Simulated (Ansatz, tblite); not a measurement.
Forces on Ta(NH)(OH)3 (TaNO3H4) at its PBE0-D4/def2-SVP geometry. The state is a singlet with charge 0.

In the def2 sets Ta takes a core potential; there is no spin–orbit coupling. The xTB rows come from tblite.

GFN1-xTB (tblite), largest force 2.06 eV/Å:

```xyz
9
positions Å, forces eV/Å
Ta   -0.122   -0.188    0.068   -1.064   -1.660    0.608
N     0.789    1.237   -0.456    0.226    0.354   -0.128
H     1.309    2.051   -0.755    0.017    0.027   -0.011
O    -1.776   -0.265   -0.890    0.863    0.415    0.214
H    -2.186    0.286   -1.560   -0.115   -0.140    0.037
O    -0.464   -0.056    1.946    0.379    0.340   -0.838
H    -0.242    0.594    2.615   -0.098   -0.139    0.081
O     0.912   -1.756   -0.293   -0.133    0.970   -0.005
H     1.780   -1.904   -0.675   -0.075   -0.167    0.043
```

GFN2-xTB (tblite), largest force 1.17 eV/Å:

```
Ta -0.611 -0.939 0.340
N 0.431 0.670 -0.244
H -0.062 -0.094 0.033
O 0.197 0.178 -0.015
H -0.056 -0.075 0.023
O 0.133 0.171 -0.155
H -0.054 -0.076 0.038
O 0.066 0.253 -0.045
H -0.045 -0.087 0.024
```

PBE-D4/def2-TZVP (Ansatz), largest force 0.57 eV/Å:

```
Ta -0.004 -0.006 0.003
N 0.293 0.462 -0.169
H 0.046 0.074 -0.028
O -0.284 -0.328 0.074
H -0.071 0.230 -0.219
O -0.224 -0.313 0.211
H 0.106 0.256 0.165
O -0.156 -0.402 0.099
H 0.293 0.027 -0.137
```
